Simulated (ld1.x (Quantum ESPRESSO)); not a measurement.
# ruthenium (Ru): excitation energies, all-electron against PAW

- Element: Ru
- Generator: ld1.x (Quantum ESPRESSO) 7.5
- Type: PAW
- Functional: PW91
- Relativity: fully relativistic
- Frozen core: [Ar] 3d10
- Valence charge: 16
- Reference configuration: 4s2 4p6 4d7 5s0 5p0 (charge +1)
- Partial waves: 4s (bound): rcut 1.55, rcutus 1.65 bohr; 5s (bound, empty): rcut 1.55, rcutus 1.65 bohr; 4p (bound): rcut 1.65, rcutus 1.85 bohr; 5p (bound, empty): rcut 1.65, rcutus 1.85 bohr; 4d (bound): rcut 1.75, rcutus 1.90 bohr; 4d channel at -0.05 Ry: rcut 1.75, rcutus 1.90 bohr; 4f channel at 0.05 Ry: rcut 1.40, rcutus 1.70 bohr
- Local potential: all-electron potential smoothed inside 1.90 bohr (lloc = -2)
- Core correction: a·sin(br)/r model core inside 0.85 bohr
- Augmentation charge: GAUSS, radius 1.30 bohr

Open shells are filled in proportion to 2j + 1 (rel_dist='average').

Energies are relative to the spin-unpolarised reference configuration 4s2 4p6 4d7 5s0 5p0; without spin polarisation the order of configurations can differ from experiment.

```
  valence configuration  charge  ΔE all-electron (eV)  error AE − PS (meV)
    4s2 4p6 4d7 5s1 5p0       0                -7.354                 -0.1
    4s2 4p6 4d6 5s0 5p0      +2                18.255                 -0.2
    4s2 4p6 4d5 5s0 5p0      +3                48.948                 -2.1
    4s2 4p5 4d7 5s1 5p0      +1                45.172                 -3.5
    4s2 4p6 4d6 5s1 5p0      +1                 2.818                 -0.4
    4s2 4p6 4d6 5s2 5p0       0                -5.660                 -0.7
4s2 4p6 4d7.5 5s0.5 5p0       0                -7.672                  0.0
```

Levels in the configuration 4s2 4p6 4d6 5s1 5p0:

```
   level  all-electron (eV)  pseudo (eV)
4s j=1/2            -87.577      -87.579
4p j=1/2            -59.849      -59.851
4p j=3/2            -56.419      -56.421
4d j=3/2            -15.682      -15.683
4d j=5/2            -15.321      -15.322
5s j=1/2            -11.842      -11.842
```

ld1.x printed “convergence not achieved” for 2 of the counted tests; their residual had stalled under 1e-8, short of the target of 1e-14.

The ghost test of this file was not conclusive.
